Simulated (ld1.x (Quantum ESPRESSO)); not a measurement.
## tin, TM: configuration errors across variants

tin, norm-conserving Troullier–Martins (Kleinman–Bylander form), made with ld1.x (Quantum ESPRESSO) 7.5 (LDA (PZ), scalar-relativistic). Core [Kr], reference 4d10 5s1.75 5p2.25. Waves: 5s (bound): rc 1.45 bohr; 5p (bound): rc 1.95 bohr; 4d (bound): rc 1.60 bohr. Local part: the d channel. Core correction: Bessel-smoothed model core, default radius (core density twice the valence density).

All-electron excitation energies from the reference (eV): (1) 4d10 5s2 5p2 -1.744; (2) 4d10 5s2 5p1 5.354; (3) 4d10 5s2 5p0 19.619; (4) 4d10 5s1 5p2 13.089; (5) 4d10 5s2 5p1.5 0.972; (6) 4d9 5s2 5p3 22.604; (7) 4d10 5s0 5p4 12.657; (8) 4d10 5s1.75 5p2.25 spin -0.752; (9) 4d10 5s2 5p2 spin -2.219.

Spin tests fill each open shell by Hund’s rule, majority spin first.

The default core radius of the base comes out at 0.65 bohr.

Tests that are not counted but printed errors over 1 eV. “all radii but the core radius scaled by about 1.21 (s 1.76, p 2.36, d 1.94 bohr)”: 4d9 5s2 5p3 (solver errors, printed error -1709 eV). “local potential all-electron potential smoothed inside 1.90 bohr (lloc = -1)”: 4d9 5s2 5p3 (solver errors, printed error -17.3 eV).

2 further variants failed, have other tests or too few solved ones, and are left out.

A true bound ghost makes a file unfit for plane-wave use even where its test errors are small: the radial tests pick states by their node count and pass the ghost by. Where a test does run into it, the solver fails or the error is huge.

Errors AE − PS in meV (a dash: test not solved or not reliable):

```tsv
change	(1)	(2)	(3)	(4)	(5)	(6)	(7)	(8)	(9)	bound ghosts
base	-0.3	-3.9	-14	-4.9	-1.6	-219	-25	+2.1	+0.9	s, p
all radii but the core radius scaled by about 1.21 (s 1.76, p 2.36, d 1.94 bohr)	0.0	-2.7	-7.5	-5.2	-1.0	–	-12	+4.6	+2.4	s, p
local potential all-electron potential smoothed inside 1.90 bohr (lloc = -1)	+1.1	-1.5	+15	+37	-1.4	–	-15	+30	+18	s
wave 5s (bound): rc 1.45 bohr becomes 5s (bound): rc 1.18 bohr	-4.1	-15	-42	-32	-8.0	-222	-220	+2.6	-3.0	s, p
wave 4d (bound): rc 1.60 bohr becomes 4d (bound): rc 1.62 bohr	-0.4	-4.0	-14	-5.3	-1.5	-221	-26	+2.1	+0.8	s, p
core correction Bessel-smoothed model core inside 0.86 bohr	-0.3	-3.8	-14	-4.7	-1.5	-219	-24	+2.2	+0.9	s, p
wave 4d (bound): rc 1.60 bohr becomes 4d (bound): rc 1.00 bohr	-0.3	-3.6	-13	-2.5	-1.5	-187	-21	+2.5	+1.2	s, p
```

(1) Give the same row for: wave 5p (bound): rc 1.95 bohr becomes 5p (bound): rc 1.56 bohr.

## Answers

(1) -0.1, -3.1, -6.9, -13, -0.8, -246, -15, -0.6, -0.7; bound ghosts: s, p.
